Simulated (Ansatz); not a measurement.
A nudged elastic band was laid between two geometries of AuBrH2O (5 atoms, charge 0, multiplicity 1).

These are results of Ansatz 0.2.0, RKS PBE/def2-SVP, not measurements.

```json
{
 "movable images": "5",
 "climbing image": "yes",
 "spring": "5.0 eV/Å²",
 "optimiser": "quadratic models (default)",
 "start path": "through a guess of the saddle point",
 "force threshold": "0.03 eV/Å",
 "iteration limit": "60",
 "end points": "relaxed"
}
```

First end point:

```xyz
5
Properties=species:S:1:pos:R:3
O -0.777 0.868 -0.430
Au 0.763 -0.400 0.495
Br 2.423 -1.761 1.493
H -1.660 0.547 -0.158
H -0.749 0.746 -1.400
```

Last end point:

```xyz
5
Properties=species:S:1:pos:R:3
O -0.987 0.349 -0.667
Au 0.682 -0.598 0.404
Br 2.480 -1.620 1.557
H -1.543 0.835 -0.026
H -0.632 1.034 -1.269
```

(1) What changes between the two ends?

(2) What energy profile does the band end with?

(3) What is the geometry of the highest image?

(4) What are the harmonic wavenumbers there?

The band took 5 iterations and roughly 90 core-seconds.

## Answers

(1) No bond is made or broken. The height of O1 over the plane of its neighbours goes from -0.43 to 0.43 Å. The two ends are copies of one structure, up to a mirror image or an exchange of like atoms.

(2) It converged. The highest image is number 3 of 0 to 6, 0.088 eV above the ends, which have the same energy within 2 meV. A vibrational analysis at the climbing image gives one clearly imaginary mode, 438i cm⁻¹: a first-order saddle point.

```
image  path coordinate (Å)  energy (eV)  height of O1 over the plane of its neighbours (Å)
    0                 0.00        0.000                                              -0.43
    1                 0.16        0.017                                              -0.34
    2                 0.33        0.061                                              -0.18
    3                 0.49        0.088                                               0.00
    4                 0.66        0.061                                               0.18
    5                 0.82        0.017                                               0.34
    6                 0.99        0.000                                               0.43
```

(3) 
```xyz
5
Properties=species:S:1:pos:R:3
O -0.821 0.565 -0.511
Au 0.775 -0.533 0.483
Br 2.510 -1.728 1.562
H -1.698 0.746 -0.132
H -0.767 0.950 -1.402
```

(4) 438i, 98, 101, 250, 344, 523, 1529, 3724, 3833 cm⁻¹.

Time of the run: 86 s on 1 thread of Intel(R) Xeon(R) Platinum 8259CL CPU @ 2.50GHz (Skylake/Cascade Lake), on a shared host, peak memory 0.15 GiB.
